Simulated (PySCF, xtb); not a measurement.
H3O4V, SMILES [O]=[V]([OH])([OH])[OH], multiplicity 1.

xtb with GFN2-xTB at its own geometry gives an orbital gap of 4.86 eV and a dipole moment of 2.64 D.

The structure is a stationary point at ωB97X-D3(BJ)/def2-SVP. The multiplicity is an assumed one; other spin states were not compared. The values are those of a single conformer.

Problem. What does PBE/def2-TZVP in PySCF give? (An estimate is asked for; the answer gives what the named calculation found.)

Solution. gap 4.45 eV (levels -7.45 and -3.00 eV), dipole 1.72 D.
